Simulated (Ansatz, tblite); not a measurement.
Cost and result up the ladder for the cluster Ge5H7⁺ (12 atoms). Charge 1, multiplicity 1. Geometry: r2SCAN-D4/def2-SVP.

Cartesian coordinates in Å:
```
Ge 0.224 1.912 0.267
Ge 0.751 -0.873 -0.276
Ge 0.120 0.160 1.914
Ge -0.501 0.748 -1.712
Ge -0.689 -2.879 -0.312
H 2.262 -0.827 -0.521
H 1.177 0.145 3.015
H -1.928 -1.940 0.024
H 1.716 2.279 0.072
H -1.985 0.401 -1.762
H 0.140 1.133 -3.043
H -1.285 -0.261 2.336
```

Ansatz on 4 threads of Intel Xeon Platinum 8259CL on a shared host; xTB runs through tblite on one thread. Times are rough, summed over both states, and most runs start from the orbitals of an earlier one. No level here is sound enough to serve as a yardstick. The other state is a triplet.

The xTB rows come from tblite. The structure comes from a short search, and lower isomers may exist.

xTB has no spin-polarisation term.

```json
{"level": "GFN1-xTB", "functions": "59", "wall time": "0.046 s", "vertical triplet (eV)": "1.52", "remarks": "–"}
{"level": "GFN2-xTB", "functions": "52", "wall time": "0.052 s", "vertical triplet (eV)": "2.21", "remarks": "–"}
{"level": "PBE-D4/def2-TZVP", "functions": "282", "wall time": "20 s", "vertical triplet (eV)": "1.76", "remarks": "restricted SCF unstable in HF (singlet)"}
{"level": "r2SCAN-D4/def2-TZVP", "functions": "282", "wall time": "31 s", "vertical triplet (eV)": "1.59", "remarks": "restricted SCF unstable in HF (singlet)"}
{"level": "PBE0-D4/def2-TZVP (with forces)", "functions": "282", "wall time": "54 s", "vertical triplet (eV)": "1.67", "remarks": "restricted SCF unstable in HF (singlet)"}
```
